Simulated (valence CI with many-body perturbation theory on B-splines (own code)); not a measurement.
E1 line list for Dy60+

Method: valence CI with perturbative core correlation (CI+MBPT): four valence electrons over a frozen Dirac-Fock core [He], radial functions for each j: 11 s, 11 p, 10 d, 8 f, 5 g, 2 h, with the one-electron correlation potential Σ1 (screened to all orders), the two-electron term Σ2, the three-electron term Σ3, Breit, model QED; selected single and double excitations, second order for the rest, scaled by the run's own slope (own B-spline code, finite nucleus).

No measured spectrum was set against this ion. As an estimate, large intervals hold to a few tenths of a per cent, small ones and those within an open d or f shell to about a per cent. Among the levels kept, up to 930 cm⁻¹ of a level comes from second order outside the variational space, and about a tenth of that is noise between levels of different J, which matters for small intervals.

Lines 51 to 100 of 552 in falling wavelength, among levels below 10640 eV, chosen from the strongest by gf and those to the six lowest levels. Wavelengths and rates use the calculated energies. Electric multipoles are in the length gauge, E1 and E2 with the static RPA response of the core. Weak lines are less certain than strong ones. Lines between different terms over intervals too small for the method are left out, as are lines whose strength nearly cancels. The highest levels of a list are the least certain.

Levels are named by their leading jj configuration (3d3/2^4 stands for four electrons in 3d with j = 3/2), which in mixed levels can hold well under half, so a name can repeat and another be missing. Letters in brackets count levels of one name in rising energy.

| λ vac (Å) | Upper | Lower | A (s⁻¹) | S (a.u.) |
| --- | --- | --- | --- | --- |
| 39.80 | (2s 2p3/2^2 3p3/2) J=3 [a] | (2s 2p3/2^2 3s) J=2 [a] | 1.51e+11 | 3.29e-02 |
| 39.66 | (2s 2p1/2 2p3/2 3d3/2) J=2 [a] | (2s 2p1/2 2p3/2 3p1/2) J=2 [a] | 1.14e+11 | 1.75e-02 |
| 39.54 | (2s 2p1/2 2p3/2^2) J=2 [b] | (2s^2 2p3/2^2) J=2 | 2.01e+10 | 3.07e-03 |
| 39.39 | (2s 2p3/2^2 3p3/2) J=1 [b] | (2s 2p3/2^2 3s) J=0 | 2.72e+11 | 2.46e-02 |
| 39.34 | (2s 2p1/2^2 3p3/2) J=1 | (2s 2p1/2^2 3s) J=0 | 2.81e+11 | 2.54e-02 |
| 39.31 | (2s^2 2p3/2 3d3/2) J=2 | (2s^2 2p3/2 3p1/2) J=2 | 1.38e+11 | 2.07e-02 |
| 39.30 | (2p1/2 2p3/2^2 3p3/2) J=3 [b] | (2p1/2 2p3/2^2 3s) J=2 [b] | 1.46e+11 | 3.05e-02 |
| 39.24 | (2s 2p3/2^2 3d3/2) J=2 [a] | (2s 2p3/2^2 3p1/2) J=3 | 9.96e+10 | 1.49e-02 |
| 39.04 | (2s^2 2p3/2 3d3/2) J=2 | (2s^2 2p3/2 3p1/2) J=1 | 1.45e+11 | 2.13e-02 |
| 39.01 | (2s 2p1/2^2 3d3/2) J=1 | (2s 2p1/2^2 3p1/2) J=0 | 1.95e+11 | 1.71e-02 |
| 38.95 | (2s 2p3/2^2 3d3/2) J=3 [a] | (2s 2p3/2^2 3p1/2) J=3 | 1.87e+11 | 3.82e-02 |
| 38.91 | (2p1/2^2 2p3/2 3d3/2) J=2 | (2p1/2^2 2p3/2 3p1/2) J=2 | 9.86e+10 | 1.43e-02 |
| 38.91 | (2p1/2 2p3/2^2 3p3/2) J=2 [a] | (2p1/2 2p3/2^2 3s) J=1 [a] | 1.61e+11 | 2.34e-02 |
| 38.89 | (2s 2p3/2^2 3d3/2) J=2 [a] | (2s 2p3/2^2 3p1/2) J=2 [a] | 1.87e+11 | 2.71e-02 |
| 38.85 | (2s 2p1/2 2p3/2 3d3/2) J=1 [b] | (2s 2p1/2 2p3/2 3p1/2) J=2 [b] | 3.18e+11 | 2.76e-02 |
| 38.79 | (2s 2p3/2^2 3d3/2) J=2 [b] | (2s 2p3/2^2 3p1/2) J=2 [b] | 1.28e+11 | 1.84e-02 |
| 38.75 | (2p1/2 2p3/2^2 3d3/2) J=2 [a] | (2p1/2 2p3/2^2 3p1/2) J=2 [a] | 1.22e+11 | 1.75e-02 |
| 38.72 | (2s 2p1/2 2p3/2 3d3/2) J=2 [c] | (2s 2p1/2 2p3/2 3p1/2) J=1 [b] | 1.47e+11 | 2.10e-02 |
| 38.71 | (2s 2p3/2^2 3p3/2) J=3 [b] | (2s 2p3/2^2 3s) J=2 [b] | 4.62e+11 | 9.26e-02 |
| 38.71 | (2s 2p3/2^2 3d3/2) J=4 | (2s 2p3/2^2 3p1/2) J=3 | 2.87e+11 | 7.40e-02 |
| 38.71 | (2p1/2^2 2p3/2 3p3/2) J=3 | (2s 2p1/2 2p3/2 3p3/2) J=2 [a] | 7.62e+10 | 1.53e-02 |
| 38.64 | (2p1/2^2 2p3/2 3d3/2) J=2 | (2p1/2^2 2p3/2 3p1/2) J=1 | 1.22e+11 | 1.74e-02 |
| 38.60 | (2s 2p3/2^2 3d3/2) J=3 [a] | (2s 2p3/2^2 3p1/2) J=2 [a] | 1.21e+11 | 2.41e-02 |
| 38.55 | (2s^2 2p3/2 3p3/2) J=1 | (2s^2 2p3/2 3s) J=1 | 3.61e+11 | 3.06e-02 |
| 38.53 | (2s 2p3/2^2 3d3/2) J=2 [b] | (2s 2p3/2^2 3p1/2) J=1 [a] | 1.49e+11 | 2.10e-02 |
| 38.53 | (2s 2p3/2^2 3p3/2) J=1 [a] | (2s 2p3/2^2 3s) J=2 [a] | 4.57e+11 | 3.87e-02 |
| 38.50 | (2s 2p1/2 2p3/2 3d3/2) J=3 [c] | (2s 2p1/2 2p3/2 3p1/2) J=2 [c] | 2.82e+11 | 5.56e-02 |
| 38.46 | (2s 2p3/2^2 3d3/2) J=3 [b] | (2s 2p3/2^2 3p1/2) J=2 [b] | 2.68e+11 | 5.27e-02 |
| 38.44 | (2p1/2 2p3/2^2 3p3/2) J=3 [a] | (2p1/2 2p3/2^2 3s) J=2 [a] | 4.32e+11 | 8.47e-02 |
| 38.43 | (2s 2p1/2 2p3/2 3d3/2) J=3 [a] | (2s 2p1/2 2p3/2 3p1/2) J=2 [a] | 2.64e+11 | 5.19e-02 |
| 38.41 | (2s^2 2p3/2 3d3/2) J=3 | (2s^2 2p3/2 3p1/2) J=2 | 2.97e+11 | 5.82e-02 |
| 38.41 | (2s 2p1/2 2p3/2 3d3/2) J=2 [a] | (2s 2p1/2 2p3/2 3p1/2) J=1 [a] | 1.42e+11 | 1.99e-02 |
| 38.38 | (2s 2p3/2^2 3d3/2) J=1 [a] | (2s 2p3/2^2 3p1/2) J=2 [a] | 3.47e+11 | 2.90e-02 |
| 38.36 | (2s 2p1/2 2p3/2 3d3/2) J=4 | (2s 2p1/2 2p3/2 3p1/2) J=3 | 2.68e+11 | 6.72e-02 |
| 38.31 | (2s^2 2p1/2 3d3/2) J=2 | (2s^2 2p1/2 3p1/2) J=1 | 2.93e+11 | 4.07e-02 |
| 38.28 | (2s 2p1/2 2p3/2 3p3/2) J=3 [c] | (2s 2p1/2 2p3/2 3s) J=2 [c] | 3.78e+11 | 7.32e-02 |
| 38.27 | (2p1/2 2p3/2^2 3d3/2) J=4 | (2p1/2 2p3/2^2 3p1/2) J=3 | 2.57e+11 | 6.41e-02 |
| 38.24 | (2s 2p1/2^2 3d3/2) J=2 | (2s 2p1/2^2 3p1/2) J=1 | 2.80e+11 | 3.86e-02 |
| 38.14 | (2s 2p1/2 2p3/2 3d3/2) J=1 [a] | (2s 2p1/2 2p3/2 3p1/2) J=1 [a] | 2.26e+11 | 1.86e-02 |
| 38.11 | (2p1/2 2p3/2^2 3p3/2) J=2 [a] | (2p1/2 2p3/2^2 3s) J=2 [a] | 1.78e+11 | 2.43e-02 |
| 38.07 | (2p1/2^2 2p3/2 3d3/2) J=3 | (2p1/2^2 2p3/2 3p1/2) J=2 | 2.46e+11 | 4.69e-02 |
| 38.04 | (2p1/2 2p3/2^2 3d3/2) J=3 [a] | (2p1/2 2p3/2^2 3p1/2) J=2 [a] | 2.41e+11 | 4.59e-02 |
| 38.04 | (2s 2p1/2 2p3/2 3p3/2) J=2 [c] | (2s 2p1/2 2p3/2 3s) J=1 [c] | 3.84e+11 | 5.22e-02 |
| 38.04 | (2s 2p1/2 2p3/2 3p3/2) J=2 [b] | (2s 2p1/2 2p3/2 3s) J=2 [b] | 2.61e+11 | 3.54e-02 |
| 38.03 | (2p1/2 2p3/2^2 3d3/2) J=1 [a] | (2p1/2 2p3/2^2 3p1/2) J=1 [a] | 2.22e+11 | 1.81e-02 |
| 37.98 | (2s 2p1/2 2p3/2 3p3/2) J=3 [a] | (2s 2p1/2 2p3/2 3s) J=2 [a] | 2.95e+11 | 5.59e-02 |
| 37.91 | (2s 2p3/2^2 3p3/2) J=4 | (2s 2p3/2^2 3s) J=3 | 4.74e+11 | 1.15e-01 |
| 37.85 | (2p1/2 2p3/2^2 3d3/2) J=2 [a] | (2p1/2 2p3/2^2 3p1/2) J=1 [a] | 1.28e+11 | 1.71e-02 |
| 37.81 | (2s 2p1/2^2 2p3/2) J=1 | (2s^2 2p1/2 2p3/2) J=1 | 9.16e+09 | 7.33e-04 |
| 37.79 | (2s^2 2p3/2 3p3/2) J=3 | (2s^2 2p3/2 3s) J=2 | 4.81e+11 | 8.97e-02 |
